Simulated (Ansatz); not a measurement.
```yaml
crystal:
  periodic: [false, false, false]
  atoms:
    - {symbol: C, position_ang: [-1.018535, -3.047239, 1.887585]}
    - {symbol: C, position_ang: [-0.288567, -1.894593, 0.937777]}
    - {symbol: C, position_ang: [0.072182, -0.524966, 1.468509]}
    - {symbol: C, position_ang: [0.568551, 0.534635, 0.731280]}
    - {symbol: O, position_ang: [1.901082, 0.171327, 0.365090]}
    - {symbol: C, position_ang: [-0.271959, 0.806485, -0.584449]}
    - {symbol: C, position_ang: [0.435219, 2.129626, -1.384748]}
    - {symbol: C, position_ang: [-0.300519, 2.395653, -2.779413]}
    - {symbol: H, position_ang: [-1.947298, -2.518465, 2.169116]}
    - {symbol: H, position_ang: [-0.260441, -3.017195, 2.769752]}
    - {symbol: H, position_ang: [-0.916918, -3.864182, 1.319759]}
    - {symbol: H, position_ang: [0.762996, -2.292983, 0.562784]}
    - {symbol: H, position_ang: [-0.886393, -1.681449, 0.019741]}
    - {symbol: H, position_ang: [0.543512, -0.711188, 2.415393]}
    - {symbol: H, position_ang: [-1.058947, -0.157315, 1.789753]}
    - {symbol: H, position_ang: [0.760217, 1.555797, 1.150035]}
    - {symbol: H, position_ang: [1.865550, -0.592459, -0.142817]}
    - {symbol: H, position_ang: [-1.136279, 1.121043, -0.474903]}
    - {symbol: H, position_ang: [-0.035266, -0.039929, -1.241929]}
    - {symbol: H, position_ang: [0.305843, 2.902685, -0.643784]}
    - {symbol: H, position_ang: [1.728067, 1.994664, -1.520743]}
    - {symbol: H, position_ang: [0.241809, 3.107630, -3.224229]}
    - {symbol: H, position_ang: [-0.137798, 1.465466, -3.446160]}
    - {symbol: H, position_ang: [-1.360821, 2.602888, -2.527990]}
basis:
  gaussian: {orbitals: cc-pVDZ}
magnetization: {spin_polarized: true, initial_magnetization: 1}
hamiltonian: {xc: {name: HF}}
correlation: {method: ccsd}
```

```sh
$ ansatz run in.yaml --threads 4 --pin off --events-out ev --progress --plain --max-ram 66560MiB --backend cuda --devices 0, --max-vram 37GiB
```

Question: How does Ansatz answer? (Best estimate.)

Answer: The calculation gave: The input was rejected before any iteration.
```
Error: a molecule whose nuclei and cores have a total charge of 66 cannot have a net charge of 0 together with 1 unpaired electrons
```
